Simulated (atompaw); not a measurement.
Reading a pseudo-wave (carbon)

Columns: radius, all-electron u(r) and pseudo u(r) of the 2p shell (level -5.51 eV) of carbon in the configuration [He] 2s1.5 2p2.5; PBE, scalar-relativistic, PAW (atompaw) scheme, atompaw 4.2.0.5.

```csv
r (bohr),all-electron,pseudo
0.081,0.0329,0.0061
0.162,0.1056,0.0240
0.242,0.1919,0.0526
0.323,0.2810,0.0915
0.404,0.3648,0.1388
0.485,0.4399,0.1927
0.565,0.5041,0.2502
0.646,0.5590,0.3109
0.727,0.6047,0.3716
0.808,0.6414,0.4303
0.888,0.6691,0.4846
0.969,0.6894,0.5341
1.050,0.7026,0.5768
1.131,0.7096,0.6119
1.212,0.7113,0.6388
1.292,0.7086,0.6574
1.373,0.7021,0.6683
1.454,0.6924,0.6719
1.535,0.6802,0.6690
1.615,0.6661,0.6609
1.696,0.6503,0.6485
1.777,0.6332,0.6330
1.858,0.6151,0.6154
1.938,0.5967,0.5968
2.019,0.5775,0.5775
2.100,0.5581,0.5581
```

(1) How many radial nodes do the two functions have?

(2) Is the pseudo-wave norm-conserving?

## Answers

(1) The all-electron 2p function has n − l − 1 = 0; the pseudo-wave has 0.

(2) No, it belongs to a PAW set: the norm inside the radius is not constrained, and the difference is carried by the augmentation charge.
